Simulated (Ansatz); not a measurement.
Born–Oppenheimer molecular dynamics of AlCl$_{2}$FH$_{5}$NO (11 atoms, charge 0, multiplicity 1). It starts from a rough guess of a transition structure, not a stationary point.

These are results of UKS LDA/STO-3G in Ansatz 0.2.0, not measurements.

```json
{
 "ensemble": "NVE (velocity Verlet)",
 "time step": "0.5 fs",
 "steps asked": "150",
 "starting velocities drawn for": "100 K",
 "seed": "147954"
}
```

First frame:

```xyz
11
Properties=species:S:1:pos:R:3
Al -0.965 -0.220 -1.344
N 0.335 -1.118 0.242
Cl 0.140 -0.097 -3.034
Cl -2.886 -0.714 -0.977
H -0.027 1.501 0.690
F -0.647 1.609 -0.337
H 0.597 -0.087 1.057
O 0.735 1.059 1.605
H -0.114 -1.826 0.808
H 1.226 -1.480 -0.069
H 1.607 1.372 1.360
```

Q: How far do the bonds stretch over the last three quarters of this one trajectory? (Pairs bonded in most of those frames.)

A: 
```
   bond  mean (Å)  spread (Å)  shortest  longest
 Al1–N2     1.892       0.186      1.64     2.17
Al1–Cl3     2.110       0.104      1.95     2.23
Al1–Cl4     2.104       0.093      1.96     2.22
 Al1–F6     1.755       0.224      1.46     2.08
  N2–H9     1.058       0.053      0.98     1.14
 N2–H10     1.052       0.023      1.01     1.09
  H5–O8     1.137       0.051      1.04     1.25
 O8–H11     1.029       0.051      0.95     1.10
```

Mean temperature of the second half: 1093 K. The conserved energy stayed within 0.89 meV per atom of its start (net change -0.21 meV per atom), so the integration is sound. The system heated up, since it started high on the potential surface and ran downhill. A run of 0.075 ps of so small a system gives no equilibrium averages. The orbitals stay closed-shell, which can raise the energy where a bond breaks towards radicals; this wasn't checked here. Limits of this set-up: minimal basis.

Time of the run: 6.2 min on 1 CPU thread of a shared host.
